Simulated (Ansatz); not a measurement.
Geometry optimisation, Ansatz 0.2.0, UHF/def2-SVP.

Input file:

```yaml
crystal:
  periodic: [false, false, false]
  atoms:
    - { symbol: Ge, position_ang: [0.000258, 0.0, -0.304524] }
    - { symbol: H, position_ang: [0.00186, 0.0, 2.450393] }
    - { symbol: H, position_ang: [1.465847, 0.0, -0.744388] }
    - { symbol: H, position_ang: [-0.732424, 1.269235, -0.744594] }
    - { symbol: H, position_ang: [-0.732424, -1.269235, -0.744594] }
    - { symbol: F, position_ang: [-0.001516, 0.0, 3.359107] }
magnetization:
  spin_polarized: true
  initial_magnetization: 1
basis:
  gaussian: { orbitals: def2-SVP }
hamiltonian:
  xc: hf
relax:
  f_tol: 0.03
  max_steps: 50
```

Run as:

```bash
$ ansatz run input.yaml --threads 1 --pin off --max-ram 2048MiB --backend cpu --events-out ev --progress --plain --runs-dir out
```

Q: Where does it end, and by what steps?

A: The forces met the threshold. The force dipped under the threshold on the way, but the program's further checks kept it going. After 5 steps the energy has fallen by 0.030 eV; H2 moved furthest, 0.37 Å.

| step | energy less start (eV) | largest force component (eV/Å) | accepted |
| --- | --- | --- | --- |
| 0 | 0.0000 | 0.479 | yes |
| 1 | -0.0238 | 0.131 | yes |
| 2 | -0.0247 | 0.298 | yes |
| 3 | -0.0295 | 0.028 | yes |
| 4 | -0.0301 | 0.009 | yes |
| 5 | -0.0304 | 0.005 | yes |

```xyz
6
Properties=species:S:1:pos:R:3
Ge 0.000 0.000 -0.484
H 0.000 0.000 2.821
H 1.466 0.000 -0.930
H -0.732 1.269 -0.930
H -0.732 -1.269 -0.930
F 0.000 0.000 3.723
```

Run time: 6.4 s on 1 thread of Arm Neoverse V2, with other jobs on the host, peak memory 0.13 GiB.
